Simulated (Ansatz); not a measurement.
C2H7BSe (`B[Se]CC`), relaxed with RKS PBE-D4/def2-SVP in Ansatz from a rough embedded geometry. The force threshold is 0.03 eV/Å; the program also tests the step.

Total charge 0; spin multiplicity 1.

Start:

```xyz
11

B     0.287   -0.245    2.374
Se   -0.353   -1.218    0.814
C     0.084    0.294   -0.359
C    -0.347   -0.149   -1.805
H     1.462   -0.298    2.737
H    -0.432    0.467    3.060
H    -0.531    1.147   -0.053
H     1.130    0.458   -0.307
H    -0.120    0.786   -2.458
H    -1.424   -0.290   -1.870
H     0.245   -0.952   -2.135
```

```
         step  energy (eV)  largest force (eV/Å)  largest move (Å)
            1  -68188.9174                 3.807             0.000
            2  -68189.1513                 1.132             0.059
            3  -68189.2401                 0.366             0.200
            4  -68189.3314                 0.717             0.197
            5  -68189.4783                 0.934             0.196
            6  -68189.6785                 0.881             0.196
            7  -68189.8544                 0.806             0.200
            8  -68190.0379                 0.737             0.195
            9  -68190.1577                 0.415             0.200
           10  -68190.2156                 0.310             0.200
           11  -68190.2210                 0.476             0.157
           12  -68190.2310                 0.163             0.057
           13  -68190.2345                 0.081             0.047
14 (rejected)  -68190.2344                 0.100             0.020
           15  -68190.2353                 0.024             0.010
```

End:

```xyz
11

B     0.217   -0.209    2.521
Se   -0.720   -0.777    0.973
C     0.098    0.345   -0.457
C    -0.306   -0.143   -1.841
H     1.084    0.638    2.445
H    -0.100   -0.744    3.563
H    -0.237    1.384   -0.272
H     1.193    0.304   -0.303
H     0.143    0.503   -2.623
H    -1.407   -0.118   -1.980
H     0.033   -1.182   -2.026
```

Hardware: 4 threads of an Arm Neoverse V2 on a shared host. Wall time 15 s, peak host memory 0.15 GiB.
